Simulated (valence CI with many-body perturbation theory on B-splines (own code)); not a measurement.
The numbers below are computed, except where a source is named.
# Co²²⁺: configurations and terms from energies and g

Level of theory: configuration interaction combined with many-body perturbation theory (CI+MBPT): three valence electrons over a frozen Dirac-Fock core [He], a basis of 11 s, 11 p, 9 d, 7 f, 5 g, 2 h, 1 i functions for each j, with the one-electron correlation potential Σ1 (screened to all orders), the two-electron term Σ2, the three-electron term Σ3, Breit, model QED; selected single and double excitations, second order for the rest (own B-spline code, finite nucleus).

No measured levels were compared; by estimate levels of excited configurations hold to 0.05 to 0.15 % of their energy, terms of the ground configuration to about 0.5 %.

```csv
No.,J,Parity,E (cm⁻¹),g
1,1/2,odd,0,0.660
2,3/2,odd,139680,1.330
3,1/2,even,430380,2.625
4,3/2,even,498190,1.724
5,5/2,even,559130,1.567
6,3/2,even,788460,0.829
7,5/2,even,819150,1.225
10,3/2,even,1065300,1.302
11,3/2,odd,1337900,1.898
12,3/2,odd,1486100,0.957
13,5/2,odd,1523200,1.196
14,1/2,odd,1672600,0.660
15,3/2,odd,1746100,1.268
16,1/2,even,8850500,2.000
```

Energies count from the lowest level. Strongly mixed levels and levels close to another of their J and parity are left out, so the numbers can have gaps.

Task: Give configuration and LS term of each level.

Result: 1: 2s²2p ²P°; 2: 2s²2p ²P°; 3: 2s2p² ⁴P; 4: 2s2p² ⁴P; 5: 2s2p² ⁴P; 6: 2s2p² ²D; 7: 2s2p² ²D; 10: 2s2p² ²P; 11: 2p³ ⁴S°; 12: 2p³ ²D°; 13: 2p³ ²D°; 14: 2p³ ²P°; 15: 2p³ ²P°; 16: 2s²3s ²S.
